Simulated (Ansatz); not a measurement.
Two isomers of C2H8SSi2: A = `[SiH3]C[SiH2]C=S`, B = `CSC1[SiH2][SiH2]1`.

Gas-phase electronic energies from Ansatz, PBE0-D4/def2-TZVP geometries. CBS: MP2 limit from def2 TZ/QZ plus the TZ coupled-cluster correction, frozen cores. DFT in def2-TZVPP. B3LYP here is the variant with VWN-RPA as its local correlation; programs differ in this. One conformer a species, not always the lowest.

Task: Which isomer does CCSD(T)/CBS put lower? Give the gap. (Estimate.)

Result: Ansatz gave: A, by 66.5 kJ/mol.

Task: Give E(B) − E(A) in kJ/mol with B3LYP-D4, MP2/def2-TZVPP, PBE-D4, CCSD/def2-TZVPP, B2PLYP, HF/def2-TZVPP, r2SCAN-D4. (Best estimate.)

Result: Computed: B3LYP-D4 70.9, MP2/def2-TZVPP 66.4, PBE-D4 38.9, CCSD/def2-TZVPP 75.6, B2PLYP 72.8, HF/def2-TZVPP 97.1, r2SCAN-D4 49.6. None reverses the order clearly.

Largest T1 diagnostic: 0.014.

In def2-TZVPP, CCSD(T) changes the Hartree–Fock value by −23.4 kJ/mol (the triples alone add −1.9 kJ/mol) and MP2 by −30.7 kJ/mol.
